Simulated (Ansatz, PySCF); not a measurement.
Spin states of H3O3Re (SMILES [OH][Re]([OH])[OH]), each relaxed with B3LYP-D3(BJ)/def2-TZVP.
State 1 (charge 0, multiplicity 3):
```xyz
7

Re     0.054    -0.072    -0.103
O     -1.218    -1.412    -0.370
H     -2.054    -1.292     0.108
O      0.168     1.374    -1.280
H     -0.334     2.161    -1.020
O      1.226    -0.182     1.346
H      2.056    -0.653     1.170
```
State 2 (charge 0, multiplicity 1):
```xyz
7

Re    -0.07430     0.11719    -0.11184
O     -1.10906    -1.40977    -0.30473
H     -1.73295    -1.56516     0.42663
O      0.14402     1.74086    -0.89773
H     -0.18594     2.27991    -1.62054
O      1.05556    -0.33915     1.32003
H      1.80067    -0.89948     1.03898
```

```tsv
level	energy of the multiplicity-1 state less that of the multiplicity-3 state (kJ/mol)	cost
SVWN5/def2-TZVPP	62.4	×0.6
PBE/def2-TZVPP	81.1	×1
PBE-D3(BJ)/def2-TZVPP	81.1	×1
PBE-D4/def2-TZVPP	81.0	×1
BLYP/def2-TZVPP	72.5	×0.8
BLYP-D3(BJ)/def2-TZVPP	72.3	×0.8
BLYP-D4/def2-TZVPP	72.0	×0.8
r2SCAN/def2-TZVPP	104.9	×1
r2SCAN-D3(BJ)/def2-TZVPP	104.9	×1
r2SCAN-D4/def2-TZVPP	104.9	×1
B97M-V/def2-TZVPP	89.8	×2
r2SCANh/def2-TZVPP	108.7	×2
B3LYP/def2-TZVPP	81.1	×0.9
B3LYP-D3(BJ)/def2-TZVPP	80.9	×0.9
B3LYP-D4/def2-TZVPP	80.8	×0.9
PBE0/def2-TZVPP	94.7	×1
PBE0-D3(BJ)/def2-TZVPP	94.6	×1
PBE0-D4/def2-TZVPP	94.6	×1
BHLYP/def2-TZVPP	95.4	×2
BHLYP-D3(BJ)/def2-TZVPP	95.3	×2
BHLYP-D4/def2-TZVPP	95.3	×2
CAM-B3LYP/def2-TZVPP	84.1	×2
CAM-B3LYP-D3(BJ)/def2-TZVPP	84.1	×2
CAM-B3LYP-D4/def2-TZVPP	84.1	×2
wB97X-V/def2-TZVPP	77.5	×4
wB97M-V/def2-TZVPP	79.1	×4
B2PLYP/def2-TZVPP	81.9	×2
B2PLYP-D3(BJ)/def2-TZVPP	81.9	×2
B2PLYP-D4/def2-TZVPP	81.9	×2
CCSD/def2-SVP	90.5	-
CCSD/def2-TZVPP	90.1	-
CCSD(T)/def2-SVP	82.7	×8
CCSD(T)/def2-TZVPP	81.3	×80
CCSD(T)/CBS(def2-SVP, def2-TZVPP)	79.9	×90
```

The rows run from 62.4 (SVWN5/def2-TZVPP) to 108.7 kJ/mol (r2SCANh/def2-TZVPP). From def2-SVP to def2-TZVPP CCSD(T) changes by -1.4. The dispersion term adds -0.1 in PBE-D3(BJ), -0.1 in PBE-D4, -0.2 in BLYP-D3(BJ). The 13 functionals in def2-TZVPP without D3 or D4 span 46.4, from SVWN5 to r2SCANh.

Singlets are restricted, other states unrestricted; no spin–orbit coupling, no relativity up to Kr; see below for the cores. The largest T1 diagnostic is 0.028.

Correlated levels freeze the inner cores; with def2 sets outer-core shells near the valence are correlated too. CBS: X⁻³ extrapolation of the correlation energy, Hartree–Fock from the larger set.

Doubts at one or more of the structures used: a restricted determinant that unrestricted orbitals would lower (B2PLYP/def2-TZVPP, B2PLYP-D3(BJ)/def2-TZVPP, B2PLYP-D4/def2-TZVPP, CCSD/def2-SVP, CCSD/def2-TZVPP, CCSD(T)/def2-SVP, CCSD(T)/def2-TZVPP, CCSD(T)/CBS(def2-SVP, def2-TZVPP)).

Run with Ansatz (Gaussian orbitals); PySCF for the dispersion terms. Each number belongs to the level named beside it. In def2 rows elements past Kr take small-core potentials, without spin–orbit coupling.

Costs are rough ratios of core time to PBE/def2-TZVPP (about 28 s over the structures, on one shared machine); a dash marks a level with no comparable run of its own.

Ansatz is a first-principles code.
